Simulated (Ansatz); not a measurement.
A set of 12 reactions (silylene extrusion), with CCSD(T)/CBS values in kJ/mol:

```json
{"reaction": "`NC([SiH3])[SiH3]` → `NC[SiH3]` + `[SiH2]`", "ΔE": "228.7"}
{"reaction": "`COC(O)[SiH3]` → `COCO` + `[SiH2]`", "ΔE": "201.0"}
{"reaction": "`O[SiH]([SiH3])[SiH2]S` → `O[SiH]` + `[SiH3][SiH2]S`", "ΔE": "180.5"}
{"reaction": "`C[Si](C)(C)[CH2][Ga]([Cl])[Cl]` → `C[CH2][Ga]([Cl])[Cl]` + `C[Si]C`", "ΔE": "305.0"}
{"reaction": "`O[Si](F)([SiH3])I` → `O[Si]F` + `[SiH3]I`", "ΔE": "140.7"}
{"reaction": "`O[SiH](O)O[SiH3]` → H₂O + `O[Si]O[SiH3]`", "ΔE": "256.6"}
{"reaction": "`C[SiH](F)S[SiH3]` → `C[Si]F` + `[SiH3]S`", "ΔE": "270.7"}
{"reaction": "`C[Si](N)([SiH3])Cl` → `C[SiH3]` + `N[Si]Cl`", "ΔE": "132.6"}
{"reaction": "`C[SiH](O)[AlH][OH]` → `[OH][AlH][OH]` + `C[SiH]`", "ΔE": "169.3"}
{"reaction": "`C[Si](N)([SiH3])Cl` → `C[Si]Cl` + `N[SiH3]`", "ΔE": "211.1"}
{"reaction": "`F[SiH2][Si](Cl)(Cl)Cl` → `F[Si](Cl)(Cl)Cl` + `[SiH2]`", "ΔE": "215.9"}
{"reaction": "`C[SiH2]C(N)O` → `CC(N)O` + `[SiH2]`", "ΔE": "235.0"}
```

Isolated molecules relaxed with PBE0-D4/def2-TZVP in Ansatz; ΔE leaves out vibrations. CBS: MP2 limit from def2 TZ/QZ plus the TZ coupled-cluster correction, frozen cores. This one scheme is used for every species. Functionals use def2-TZVPP. def2 core potentials past Kr. For Ga, I outer-core shells are correlated without core-valence functions, which leaves a few kJ/mol of doubt a bond. Scalar relativity is left out up to krypton. Each species was taken in one conformer, which may not be the lowest.

Question: Give the mean, mean absolute and largest difference (level minus CCSD(T)/CBS, kJ/mol) for: PBE-D4, r2SCAN-D4, PBE0-D4, PBE, r2SCAN, PBE0, HF/def2-TZVPP, SCS-MP2/def2-TZVPP, CCSD/def2-TZVPP, CCSD(T)/def2-TZVPP, MP2/def2-QZVPP, SCS-MP2/def2-QZVPP, HF/CBS(def2), MP2/CBS(def2). (Best estimate.)

Answer: Computed: 
```csv
level,mean,mean absolute,largest
PBE-D4,3.8,9.3,-21.4
r2SCAN-D4,18.3,18.3,23.1
PBE0-D4,13.5,13.5,20.6
PBE,-7.5,9.9,-27.6
r2SCAN,15.0,15.0,20.7
PBE0,3.3,6.2,13.3
HF/def2-TZVPP,-20.6,23.5,-33.2
SCS-MP2/def2-TZVPP,-2.8,3.8,-7.7
CCSD/def2-TZVPP,-10.2,10.2,-15.6
CCSD(T)/def2-TZVPP,-6.3,6.3,-10.5
MP2/def2-QZVPP,12.7,12.7,20.2
SCS-MP2/def2-QZVPP,1.1,3.6,7.5
HF/CBS(def2),-20.7,23.8,-33.8
MP2/CBS(def2),15.4,15.4,22.0
```

The largest T1 diagnostic in the set is 0.016, for `O[SiH]` (customary mark 0.02).

CCSD(T)/CBS is a level of theory with its own doubt, and the functionals carry their triple-zeta basis error, so these figures describe this set and don't rank the functionals.
